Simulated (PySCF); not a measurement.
Si(F)(Cl)(Me)2 (C2H6ClFSi), SMILES C[Si](C)(F)Cl.

Geometry optimised at ωB97X-D3(BJ)/def2-SVP.

Calculation: HF/def2-TZVP (PySCF).

Gas-phase values at a fixed geometry.

Q: Estimate the frontier levels, gap, dipole moment and polarisability. (Estimate from the structure and the level; the computed values follow.)

A: 
| Item | Value |
|---|---|
| highest occupied level | -12.01 eV |
| lowest empty level | 3.36 eV |
| orbital gap | 15.37 eV |
| dipole moment | 2.61 D |
| quadrupole, principal values (traceless, Buckingham form, about the centre of nuclear charge) | -4.82, 1.06, 3.76 D·Å |
| mean static polarisability | 54.6 bohr³ (8.08 Å³) |
| polarisability, principal values | 48.0, 55.4, 60.3 bohr³ |
